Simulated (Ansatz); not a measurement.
Spin states of the cluster GeTe2, each relaxed with r2SCAN-D4/def2-TZVP in Ansatz. Electronic energies in the gas phase.

In the def2 sets Te takes a core potential, while STO-3G treats all electrons; there is no spin–orbit coupling. Correlated methods freeze 17 core orbitals; core or outer-core shells of Ge, Te are correlated, in sets that lack core-valence functions. The structure comes from a short search, and lower isomers may exist.

Singlet geometry (C2v within 0.1 Å):

```xyz
3

Ge    1.113   -0.896   -0.036
Te    0.148    1.356   -0.781
Te   -1.262   -0.461    0.817
```

Triplet geometry (C2v within 0.1 Å):

```
atom   x (Å)   y (Å)   z (Å)
 Ge1   0.094  -0.704   1.136
 Te2   1.071   1.374  -0.027
 Te3  -1.164  -0.671  -1.109
```

Quintet geometry (C2v within 0.1 Å):

```xyz
3

Ge   -0.3306    0.9232    0.7953
Te   -1.3028   -0.2287   -1.2781
Te    1.6334   -0.6944    0.4828
```

⟨S²⟩: triplet 2.06 at PBE0-D4/def2-TZVP (pure 2.00), quintet 6.02 at PBE0-D4/def2-TZVP (pure 6.00).

Run but left out: HF/def2-TZVP, PBE-QIDH/def2-TZVP, MP2/def2-TZVP (triplet: ⟨S²⟩ 2.19 to 2.34, where a pure state has 2.00).

Only these spin states were relaxed. The quintet has other bonds than the singlet, so the gap mixes isomer and spin.

| level | triplet − singlet (kJ/mol) | quintet − singlet (kJ/mol) | lowest of these |
| --- | --- | --- | --- |
| HF/STO-3G | 121.1 | 236.4 | singlet |
| PBE-D4/def2-TZVP | 94.9 | 271.7 | singlet |
| BLYP-D4/def2-TZVP | 87.4 | 269.8 | singlet |
| r2SCAN-D4/def2-TZVP | 89.1 | 256.8 | singlet |
| B97M-V/def2-TZVP | 90.7 | 258.0 | singlet |
| PBE0-D4/def2-TZVP | 98.8 | 274.8 | singlet |
| r2SCAN0-D4/def2-TZVP | 89.8 | 258.7 | singlet |
| RPA@PBE/def2-TZVP | 96.5 | 266.5 | singlet |

Change of the quintet − singlet gap on mixing in exact exchange, in kJ/mol: PBE to PBE0 (25 % exact exchange) 3.1; r2SCAN to r2SCAN0 (25 % exact exchange) 2.0.
